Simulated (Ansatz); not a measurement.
`C[S][Au]` + dimethylamine → `C[N](C)[Au]` + CH₃SH at 298.15 K and 1 bar (ligand exchange at the Au–S bond).

Calculated with Ansatz (gas phase, PBE0-D4/def2-TZVP geometries, no zero-point term in ΔE). CCSD(T)/CBS adds triple-zeta CCSD(T) − MP2 to the extrapolated MP2 energy (def2 sets, frozen cores). This one scheme is used for every species. Elements past krypton have def2 core potentials. For Au outer-core shells are correlated without core-valence functions, which leaves a few kJ/mol of doubt a bond.

| species | CCSD(T)/CBS energy (Eh) | H − E (kJ/mol) | S (J/(mol·K)) |
| --- | --- | --- | --- |
| `C[S][Au]` | -573.16596 | 116.1 | 312.6 |
| `CNC` | -135.00321 | 256.9 | 271.4 |
| `C[N](C)[Au]` | -269.89851 | 229.9 | 324.6 |
| CH₃SH | -438.22835 | 133.0 | 253.2 |

H − E and S are ideal-gas, rigid-rotor, harmonic terms from PBE0-D4/def2-TZVP. 1 Eh = 2625.50 kJ/mol, R = 8.31446 J/(mol·K).

Task: By hand: ΔE, ΔH, ΔS and ΔG.

Result: ΔE = (-269.89851) + (-438.22835) − (-573.16596) − (-135.00321) = 0.04231 Eh = 111.1 kJ/mol. Δ(H − E) = 229.9 + 133.0 − 116.1 − 256.9 = -10.1, so ΔH = 101.0 kJ/mol. ΔS = 324.6 + 253.2 − 312.6 − 271.4 = -6.2 J/(mol·K). ΔG = 101.0 − 298.15 × (-6.2)/1000 = 102.8 kJ/mol.

Task: By hand: the equilibrium constant, and the temperature at which ΔG would vanish if ΔH and ΔS stayed fixed.

Result: log₁₀ K = −ΔG/(RT ln 10) = -18.0. ΔH and −TΔS have one sign here, so there is no such temperature.

The number of gas molecules stays the same, so ΔS is small and ΔH decides. A doubt of 5 kJ/mol in ΔE shifts log₁₀ K by 0.9 here. These are equilibria of isolated gas molecules and say nothing of rates. Largest T1 diagnostic: 0.029 (customary marks: 0.02 for closed shells, 0.045 for open ones).
